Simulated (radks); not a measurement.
The numbers below are computed, except where a source is named.
Q: The mean radii <r> (bohr) of the occupied orbitals of an atom or ion are listed with their occupations. Level of theory: non-relativistic Kohn-Sham, PBE, spin-polarised, spherical densities, point nucleus (a radial shooting solver on a logarithmic mesh with Libxc functionals).

orbital  occ.      <r>
1s down     1  0.01993
1s up       1  0.01993
2s up       1  0.08409
2s down     1  0.08408
2p up       3  0.07110
2p down     3  0.07110
3s up       1   0.2130
3s down     1   0.2130
3p up       3   0.2032
3p down     3   0.2032
3d up       5   0.1779
3d down     5   0.1779
4s up       1   0.4727
4s down     1   0.4726
4p up       3   0.4785
4p down     3   0.4785
4d up       5   0.4914
4d down     5   0.4912
5s up       1    1.105
5s down     1    1.097
4f up       7   0.5423
4f down     7   0.5391
5p up       3    1.206
5p down     3    1.198
5d up       5    1.576

Name the element and its charge. Open shells, if any, are filled with parallel spins first.

A: Z = 76, osmium, charge +3: Os3+ in [Xe] 4f14 5d5. The 1s radius gives Z: for a bare nucleus <r> = 1.5/Z, 0.01974 bohr for Z = 76, and screening makes it slightly larger (0.01993 here). The occupations add up to 73, and the charge is Z minus that.
